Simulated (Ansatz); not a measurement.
Consider the atomization: `C[CH2][In][OH]`• → 2 C• + 6 H• + In• + O•.

Computed with Ansatz on PBE0-D4/def2-TZVP structures; ΔE is electronic, products minus reactants. CCSD(T)/CBS is the MP2 limit (def2-TZVPP, def2-QZVPP) plus CCSD(T) − MP2 in def2-TZVPP, frozen cores. This one scheme is used for every species, atoms too. DFT in def2-TZVPP. B3LYP here is the variant with VWN-RPA as its local correlation; programs differ in this. HSE06 is defined as in plane-wave codes. No spin–orbit coupling; open shells (•) take unrestricted orbitals. Spin–orbit coupling would lower the free atoms: a little for C, O; strongly for In. def2 core potentials past Kr. Bonds to In are less sure, by a few kJ/mol each and by 10 to 20 or more in all where they break to atoms, as the def2 sets lack core-valence functions. Each species was taken in one conformer, which may not be the lowest.

`C[CH2][In][OH]`•:

```xyz
10

C    -0.016    0.610    1.053
C    -1.096    0.070    0.139
In   -0.198   -0.512   -1.834
O     1.718   -1.032   -1.468
H     0.398    1.552    0.685
H    -0.417    0.805    2.055
H     0.817   -0.088    1.160
H    -1.898    0.780   -0.062
H    -1.536   -0.862    0.501
H     2.227   -1.323   -2.228
```

| level | ΔE (kcal/mol) | difference from CCSD(T)/CBS |
| --- | --- | --- |
| PBE-D4 | 840.6 | 13.4 |
| PBE0-D4 | 824.2 | -3.0 |
| HSE06-D4 | 824.8 | -2.4 |
| ωB97X-V | 824.0 | -3.2 |
| PBE | 836.3 | 9.1 |
| B3LYP | 816.2 | -11.0 |
| r2SCANh | 821.8 | -5.4 |
| r2SCAN0 | 813.5 | -13.7 |
| HSE06 | 821.4 | -5.8 |
| BHLYP | 792.2 | -35.0 |
| MP2/def2-SVP | 786.7 | -40.5 |
| CCSD/def2-TZVPP | 793.3 | -33.9 |
| CCSD(T)/def2-TZVPP | 805.6 | -21.6 |
| HF/def2-QZVPP | 596.7 | -230.5 |
| SCS-MP2/def2-QZVPP | 824.0 | -3.2 |
| HF/CBS(def2) | 596.9 | -230.3 |
| CCSD(T)/CBS | 827.2 | 0 |

Largest T1 diagnostic among the species: 0.018.

The D4 term adds +6.9 kcal/mol with B3LYP and +3.6 kcal/mol with PBE0; it sums over pairs of atoms, weighted by their polarisabilities, and B3LYP, whose exchange is more repulsive, gets the larger term. At CCSD(T), def2-SVP lies −48.6 kcal/mol from the extrapolated value and def2-TZVPP −21.6 kcal/mol: correlation converges slowly with the basis, and small sets miss more of it in the bonded molecule than in its fragments.

For atomizations the MP2-based limit and the directly extrapolated one differ by several kJ/mol either way, and by 10 to 25 for some Ge, Se and Sn compounds, so smaller differences from it don't rank the levels.
